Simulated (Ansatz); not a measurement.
Total energies of Cd₂Se (the lowest singlet isomer of a short search) from Ansatz at PBE-D4/def2-TZVP, gas phase (1 Eh = 27.2114 eV = 2625.5 kJ/mol). The reference geometry is relaxed at PBE-D4/def2-TZVP.

```
atom   x (Å)   y (Å)   z (Å)
 Cd1   0.489   1.844  -1.660
 Cd2  -0.491  -1.845   1.658
 Se3   0.002   0.001   0.002
```

```json
{"state": "charge 0 singlet", "geometry": "reference", "energy (Eh)": "-2736.77767"}
{"state": "charge 1 doublet", "geometry": "reference", "energy (Eh)": "-2736.49273"}
{"state": "charge 1 doublet", "geometry": "relaxed at PBE-D4/def2-TZVP", "energy (Eh)": "-2736.51390"}
{"state": "charge 0 triplet", "geometry": "relaxed at PBE-D4/def2-TZVP", "energy (Eh)": "-2736.77218"}
{"state": "charge 0 quintet", "geometry": "relaxed at PBE-D4/def2-TZVP", "energy (Eh)": "-2736.60792"}
```

In the def2 sets Cd takes a core potential; there is no spin–orbit coupling.

Problem. Work out the vertical ionisation energy to the doublet.

Solution. E(charge 1 doublet) − E(charge 0 singlet) = -2736.49273 − (-2736.77767) = 0.28494 Eh = 7.75 eV. For comparison, −ε of the highest occupied level is 5.05 eV at this level, 2.70 eV less.

Problem. How much does the charge 1 doublet relax, and what is the adiabatic ionisation energy?

Solution. Relaxation: -2736.49273 − (-2736.51390) = 0.02117 Eh = 0.58 eV. Adiabatic ionisation energy: 0.26377 Eh = 7.18 eV, without zero-point energy. 

Problem. Which of the charge 0 states is lowest, and how far above it are the others?

Solution. The singlet. triplet: -2736.77218 − (-2736.77767) = 0.00549 Eh = 14.4 kJ/mol; quintet: -2736.60792 − (-2736.77767) = 0.16975 Eh = 445.7 kJ/mol.

At PBE-D4/def2-TZVP the gap within one spin of the charge 1 doublet nearly closes, so an electron or hole may be smeared out by delocalisation error. 

The structure comes from a short search, and lower isomers may exist.
